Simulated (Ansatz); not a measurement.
`CO[Si]F` + `[OH][Sn][SH]` → `F[Si]S` + `C[O][Sn][OH]`  (redistribution)

Isolated molecules relaxed with PBE0-D4/def2-TZVP in Ansatz; ΔE leaves out vibrations. CCSD(T)/CBS adds triple-zeta CCSD(T) − MP2 to the extrapolated MP2 energy (def2 sets, frozen cores). This one scheme is used for every species. Functionals use def2-TZVPP. Elements past krypton have def2 core potentials. For Sn outer-core shells are correlated without core-valence functions, which leaves a few kJ/mol of doubt a bond. Each species was taken in one conformer, which may not be the lowest.

`CO[Si]F`:

Z-matrix (Å, degrees):
```
C
O 1 1.415
H 1 1.092 2 111.5
H 1 1.092 2 108.9 3 120.8
H 1 1.092 2 108.9 3 -120.8
Si 2 1.628 1 132.8 3 0.2
F 6 1.622 2 102.4 1 -0.0
```

`[OH][Sn][SH]`:

```xyz
5

O     0.334   -1.516   -0.203
Sn    1.483    0.070   -0.469
S    -0.114    1.827    0.152
H    -0.568   -1.377    0.094
H    -1.134    0.996    0.425
```

`F[Si]S`:

Cartesian coordinates in Å:
```
F -0.146 0.340 -1.527
Si -1.101 0.582 -0.246
S 0.122 -0.288 1.300
H 1.126 -0.634 0.473
```

`C[O][Sn][OH]`:

Cartesian coordinates in Å:
```
C -0.747 0.353 0.651
O 0.135 1.242 0.025
Sn 1.602 0.788 -1.227
O 1.367 -1.178 -1.249
H -0.227 -0.367 1.298
H -1.440 0.919 1.282
H -1.349 -0.216 -0.071
H 0.660 -1.541 -0.709
```

```json
{"level": "BLYP-D4", "ΔE (kcal/mol)": "19.8"}
{"level": "PBE0-D4", "ΔE (kcal/mol)": "20.8"}
{"level": "revPBE", "ΔE (kcal/mol)": "18.9"}
{"level": "r2SCAN0", "ΔE (kcal/mol)": "21.8"}
```

Task: What does CCSD(T)/CBS give? (Best estimate.)

Result: Computed: +20.7 kcal/mol. The listed levels differ from it by -0.9, 0.1, -1.8, 1.1 kcal/mol.

Largest T1 diagnostic among the species: 0.017.

In def2-TZVPP, CCSD(T) changes the Hartree–Fock value by −3.9 kcal/mol (the triples alone add −0.7 kcal/mol) and MP2 by −3.7 kcal/mol. From PBE to PBE0 (25 % exact exchange), in def2-TZVPP and without D4, ΔE moves by +1.8 kcal/mol.
